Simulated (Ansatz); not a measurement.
Reaction (ligand exchange at a Ti–Se bond): `[Cl][Ti]([Cl])([Cl])[SeH]` + orthosilicic acid → `O[Si](O)(O)[O][Ti]([Cl])([Cl])[Cl]` + H₂Se

Calculated with Ansatz (gas phase, PBE0-D4/def2-TZVP geometries, no zero-point term in ΔE). CCSD(T)/CBS adds triple-zeta CCSD(T) − MP2 to the extrapolated MP2 energy (def2 sets, frozen cores). This one scheme is used for every species. Functionals use def2-TZVPP. B3LYP here is the variant with VWN-RPA as its local correlation; programs differ in this. HSE06 is defined as in plane-wave codes. For Se, Ti outer-core shells are correlated without core-valence functions, which leaves a few kJ/mol of doubt a bond. Scalar relativity is left out up to krypton. One conformer a species, not always the lowest.

Is it downhill or uphill in electronic energy at CCSD(T)/CBS, and by how much? (Best estimate.)

Ansatz gave: Downhill: ΔE = -11.4 kcal/mol.

What do these levels give: BLYP-D4, r2SCAN-D4, B3LYP-D4, r2SCAN0-D4, HSE06-D4, BHLYP-D4, ωB97X-V, r2SCAN, HSE06, CCSD(T)/def2-TZVPP, HF/def2-QZVPP, SCS-MP2/def2-QZVPP? (Estimate.)

Computed: BLYP-D4 -14.2, r2SCAN-D4 -12.7, B3LYP-D4 -14.4, r2SCAN0-D4 -12.9, HSE06-D4 -12.2, BHLYP-D4 -15.7, ωB97X-V -16.0, r2SCAN -12.1, HSE06 -11.2, CCSD(T)/def2-TZVPP -13.3, HF/def2-QZVPP -19.0, SCS-MP2/def2-QZVPP -10.0 kcal/mol.

Largest T1 diagnostic among the species: 0.025, so the coupled-cluster value is less sure than usual.

In def2-TZVPP, CCSD(T) changes the Hartree–Fock value by +5.7 kcal/mol (the triples alone add +2.2 kcal/mol) and MP2 by +10.4 kcal/mol. The D4 term adds −1.3 kcal/mol with B3LYP and −1.0 kcal/mol with PBE0; it sums over pairs of atoms, weighted by their polarisabilities, and B3LYP, whose exchange is more repulsive, gets the larger term.
